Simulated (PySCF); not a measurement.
# How methods differ on the ionisation energy of Si¹⁰⁺

Si¹⁰⁺ [He] 2s2 (1S) → Si¹¹⁺ [He] 2s1 (2S), as a difference of total energies. Computed with PySCF 2.14 in an even-tempered Gaussian basis (19 s from 1.3 bohr⁻², ratio 2.2; 9 p from 2.1 bohr⁻², ratio 2.4; 6 d from 6.4 bohr⁻², ratio 2.4; 5 f from 9.6 bohr⁻², ratio 2.4; 5 g from 14 bohr⁻², ratio 2.4), with scalar relativity by spin-free X2C-1e. Correlated levels: nothing frozen; virtual orbitals above 40 to 60 times the deepest correlated orbital energy dropped. The calculations carry no spin-orbit coupling.

| method | ionisation energy (eV) | difference from reference (eV) |
| --- | --- | --- |
| UHF | 471.64 | -4.63 |
| LDA | 472.46 | -3.81 |
| PBE | 473.86 | -2.41 |
| PBE0 | 473.63 | -2.64 |
| r2SCAN | 472.23 | -4.04 |
| r2SCANh | 472.32 | -3.95 |
| M06-2X | 474.52 | -1.75 |
| MP2 (all electrons) | 474.44 | -1.83 |
| SCS-MP2 (all electrons) | 474.97 | -1.30 |

Reference: 476.27 eV (semi-empirical (NIST evaluation); NIST Atomic Spectra Database, ionization energies).
